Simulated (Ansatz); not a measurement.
`[NH2][Ti]([OH])([OH])[F]`, relaxed with RKS PBE0-D4/def2-TZVP in Ansatz from a PBE-D4/def2-SVP geometry. The force threshold is 0.005 eV/Å; the program also tests the step.

Total charge 0; spin multiplicity 1.

Start:

```xyz
9

N    -0.586   -1.125   -0.942
Ti    0.157    0.357   -0.057
O     1.838   -0.076    0.413
O    -0.912    0.787    1.321
F     0.216    1.765   -1.143
H    -1.590   -1.320   -1.016
H    -0.043   -1.850   -1.421
H     2.234   -0.179    1.295
H    -1.315    1.642    1.550
```

```csv
step,energy (eV),largest force (eV/Å),largest move (Å)
1,-31476.9597,0.607,0.000
2,-31476.9800,0.154,0.017
3,-31476.9819,0.050,0.009
4,-31476.9826,0.042,0.008
5,-31476.9847,0.018,0.041
6,-31476.9847,0.033,0.015
7,-31476.9848,0.014,0.007
8,-31476.9848,0.004,0.004
```

End:

```xyz
9

N    -0.584   -1.120   -0.939
Ti    0.152    0.364   -0.064
O     1.814   -0.082    0.429
O    -0.933    0.802    1.290
F     0.229    1.765   -1.154
H    -1.573   -1.301   -1.025
H    -0.043   -1.851   -1.377
H     2.276   -0.197    1.260
H    -1.339    1.619    1.581
```

Hardware: 4 threads of a server CPU on a shared host. Wall time 26 s, peak host memory 0.49 GiB.
